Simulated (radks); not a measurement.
Spherical quantum dot in the effective-mass picture: electrons in a hard-walled sphere of radius 2.09, with a point charge +1 (a donor) at the centre, all in effective atomic units (hartree* = m*/eps^2 hartree, bohr* = eps/m* bohr), one dielectric constant everywhere. Calculated with a radial shooting solver with Libxc functionals: non-relativistic Kohn-Sham, r2SCAN, spin-polarised, spherical densities, generalised Kohn-Sham scheme. Levels are named by radial order and angular momentum (1s, 1p, 1d, 2s, ...), and open shells are averaged over m.

N = 7, configuration 1s2 1p(up 3, down 2). This is the lowest configuration that the search found. Occupied and some empty levels:

| level | occupation | eigenvalue (hartree*) | <r> (bohr*) |
|---|---|---|---|
| 1s up | 1 | 4.5475 | 1.061 |
| 1s down | 1 | 4.5950 | 1.054 |
| 1p up | 3 | 5.7238 | 1.278 |
| 1p down | 2 | 5.7949 | 1.278 |
| 1d up | 0 | 7.1697 | 1.383 |
| 1d down | 0 | 7.2517 | 1.384 |
| 2s up | 0 | 7.6689 | 0.9951 |
| 2s down | 0 | 7.7072 | 0.9974 |
| 1f up | 0 | 8.9459 | 1.455 |
| 1f down | 0 | 9.0394 | 1.455 |

Energy (hartree*): total 21.2886, kinetic 13.973, external -6.6515, Hartree 18.054, exchange-correlation -4.0874.

Electron density:

| r (bohr*) | n(r) (e/bohr*^3) |
|---|---|
| 0.103 | 0.5744 |
| 0.260 | 0.4787 |
| 0.416 | 0.4455 |
| 0.573 | 0.4448 |
| 0.730 | 0.4549 |
| 0.886 | 0.4582 |
| 1.04 | 0.4409 |
| 1.20 | 0.3943 |
| 1.36 | 0.3179 |
| 1.51 | 0.2228 |
| 1.67 | 0.1263 |
| 1.83 | 0.04975 |
| 1.98 | 0.007731 |
